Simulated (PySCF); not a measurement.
Species: C5H6O4.
Structure used (PBE0-D3(BJ)/def2-SVP), in Å, numbered top down from 1:
```
atom  x, y, z in Å
C1     3.340    0.036   -0.044
C2     2.125    0.202    0.466
O3     1.027   -0.334   -0.160
C4    -0.185   -0.137    0.395
O5    -0.390    0.464    1.406
C6    -1.236   -0.814   -0.457
O7    -2.524   -0.595    0.058
C8    -3.027    0.628   -0.152
O9    -2.490    1.492   -0.779
H10    3.498   -0.525   -0.967
H11    4.200    0.468    0.467
H12    1.895    0.752    1.381
H13   -1.062   -1.899   -0.447
H14   -1.139   -0.448   -1.491
H15   -4.020    0.700    0.334
```

Linear response at PBE0/def2-SVPD (PySCF, frozen core in the response, non-relativistic).

Static isotropic polarisability: 76.29 au (11.30 Å³), principal values 59.3, 64.6, 105.0 au.

**Question.** What is the polarisability at 1064 nm and at the sodium D line?

**Answer.** 77.02 au at 1064 nm (+1.0 %), 78.80 au at 589.3 nm (+3.3 %). The rise at 589.3 nm is 3.42 times that at 1064 nm; a pure ω² law gives 3.26. The lowest singlet lies at 211 nm, shorter than both wavelengths.

**Question.** What is the isotropic C6 coefficient between two such molecules, C6 = (3/π)∫α(iω)² dω?

**Answer.** 2496 au (Eh·bohr⁶) by a ten-point quadrature over imaginary frequencies, which is 1490 eV·Å⁶ or 144 J·nm⁶/mol.

**Question.** Which effective excitation energy ω̄ makes London's formula C6 = (3/4)α²ω̄ exact here?

**Answer.** ω̄ = 4·C6/(3α²) = 0.572 Eh = 15.6 eV. A one-pole form α(ω) = α/(1 − ω²/ω̄²) fitted to the 1064 nm value gives 11.9 eV.

**Question.** What n − 1 at the D line would an ideal gas of it have at 273.15 K and 1 atm (2.6868 × 10¹⁹ cm⁻³), by n − 1 = 2π·N·α′?

**Answer.** 19.71 × 10⁻⁴, a formal value whether or not that pressure can be reached.

**Question.** What molar refraction at the D line follows from R = (4π/3)·N_A·α′, with α′ the polarisability volume?

**Answer.** α′ = 11.68 Å³ gives R = 29.46 cm³/mol, for isolated, non-vibrating species.

**Question.** How many electrons N does the Slater–Kirkwood formula C6 = (3/4)·√N·α^(3/2) need to give this C6?

**Answer.** N = (4·C6/3)²/α³ = 25.0; the species has 68 electrons in all.

Time: 52 s; peak memory 1.0 GiB. Hardware: an Arm Neoverse V1 with one thread, shared host. This is the whole response run at PBE0/def2-SVPD, SCF included.

One conformer stands for the species.
